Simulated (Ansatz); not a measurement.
The cluster Zr₄P₄. The state is a singlet with charge 0. Geometry PBE-D4/def2-SVP; atoms count from 1.

```xyz
8

Zr   -0.2195    0.2392    1.7276
Zr   -1.0948    2.1010   -0.2956
Zr   -0.7143   -0.6798   -1.3783
Zr    1.6138    1.0705   -0.4492
P    -0.9105   -1.9789    0.7985
P     2.3090   -0.2427    1.5558
P    -2.2199    1.0801   -2.1415
P     1.2362   -1.5895    0.1827
```

In the def2 sets Zr takes a core potential; there is no spin–orbit coupling. The restricted singlet is unstable towards broken spin symmetry in Hartree–Fock (as tested in another run); at PBE0-D4/def2-TZVP this wasn't settled. Another isomer (singlet) lies 2.73 eV lower at PBE0-D4/def2-TZVP; other spin states weren't run for this one.

Q: Estimate the Mulliken populations from the PBE0/def2-TZVP orbitals of Ansatz.

A: 
```
atom  charge (e)  d electrons
 Zr1        0.50         2.56
 Zr2        0.16         2.65
 Zr3        0.54         2.53
 Zr4        0.26         2.61
  P5       -0.38            –
  P6       -0.40            –
  P7       -0.55            –
  P8       -0.14            –
```
Mulliken values depend strongly on the basis.

Q: And the Mayer bond orders between heavy atoms (over 0.3)?

A: Zr1–Zr2 1.28 (2.89 Å); Zr1–Zr3 0.41 (3.28 Å); Zr1–Zr4 0.91 (2.96 Å); Zr1–P5 1.06 (2.50 Å); Zr1–P6 0.86 (2.58 Å); Zr1–P8 0.37 (2.80 Å); Zr2–Zr3 0.83 (3.01 Å); Zr2–Zr4 1.30 (2.90 Å); Zr2–P7 1.62 (2.39 Å); Zr3–Zr4 0.90 (3.06 Å); Zr3–P5 0.92 (2.54 Å); Zr3–P7 1.36 (2.44 Å); Zr3–P8 0.57 (2.66 Å); Zr4–P6 1.10 (2.50 Å); Zr4–P8 0.56 (2.76 Å); P5–P8 0.87 (2.27 Å); P6–P8 0.96 (2.20 Å).
